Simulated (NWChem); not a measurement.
Species: MgH$_{2}$; SMILES [MgH2]

```xyz
3

Mg     0.0000     0.0000     0.0000
H      0.0000     0.0000    -1.7125
H      0.0000     0.0000     1.7125
```
Atoms are numbered in this order, from 1.

All runs use the structure optimised with B3LYP/6-31G* (spherical d).

Question: List the 6 lowest vertical singlet excitations from Hartree-Fock/aug-cc-pVDZ, CIS (NWChem).

Answer: 
```csv
state,energy (eV),oscillator strength,leading excitation (squared amplitude)
S1,6.01,0.000,HOMO → LUMO+4 (0.57)
S2,6.01,0.000,HOMO → LUMO+5 (0.57)
S3,7.40,0.345,HOMO → LUMO+2 (0.58)
S4,7.65,0.471,HOMO → LUMO+6 (0.54)
S5,7.91,0.638,HOMO−1 → LUMO+4 (0.49)
S6,7.91,0.638,HOMO−1 → LUMO+5 (0.49)
```
